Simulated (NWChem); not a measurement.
Species: BiCl$_{2}$F; SMILES [F][Bi]([Cl])[Cl]

```xyz
4

Bi    -0.3325     0.2633     0.0000
F     -1.3546    -1.4867     0.0000
Cl     1.1702    -0.2491    -1.8702
Cl     1.1702    -0.2491     1.8702
```
Atoms are numbered in this order, from 1.

Coordinates come from a PBE0/def2-SVP optimisation. No frequency run checked for a minimum. def2 effective core potentials on Bi; no spin-orbit coupling.

Symmetry labels are those of Cs in the frame above (b1 and b2, or b-type labels, depend on it).

List the 4 lowest vertical singlet excitations from CAM-B3LYP/def2-SVPD with def2 effective core potentials on Bi, TDA (NWChem).


| state | energy (eV) | oscillator strength | symmetry | leading excitation (squared amplitude) |
|---|---|---|---|---|
| S1 | 5.59 | 0.000 | a" | HOMO−1 → LUMO (0.69) |
| S2 | 5.61 | 0.057 | a' | HOMO → LUMO (0.83) |
| S3 | 5.70 | 0.001 | a" | HOMO−2 → LUMO (0.85) |
| S4 | 5.83 | 0.000 | a' | HOMO−3 → LUMO (0.44) |
